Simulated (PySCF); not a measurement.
A run for PySCF: U-B3LYP/6-31G* on ClH3Si (SMILES [SiH3]Cl), a point of a bond scan (R = 2.480 Å).

```python
from pyscf import gto, scf, dft, mp
from pyscf.data.elements import chemcore

mol = gto.M(
    atom='''
    Si   -0.99093627   -0.03421151   -0.02690936
    Cl    1.48626723    0.05131253    0.04036031
    H    -1.39746449   -1.01152605   -1.05530163
    H    -1.49637032    1.31045082   -0.36516845
    H    -1.48085708   -0.44995851    1.30167319
    ''',
    basis='6-31g*',
    cart=True,
    charge=0, spin=0, verbose=3, max_memory=1800)
mf = dft.UKS(mol, xc='b3lyp')
mf.conv_tol = 1e-8
mf.max_cycle = 100
mf.init_guess_breaksym = True
mf.kernel()
if not mf.converged:
    mf = mf.newton().run(mf.mo_coeff, mf.mo_occ)
for _ in range(4):
    mo, _, stable, _ = mf.stability(return_status=True)
    if stable:
        break
    mf.kernel(mf.make_rdm1(mo, mf.mo_occ))
```

Task: Give the final energy of this run.

Result: -751.5015 hartree.
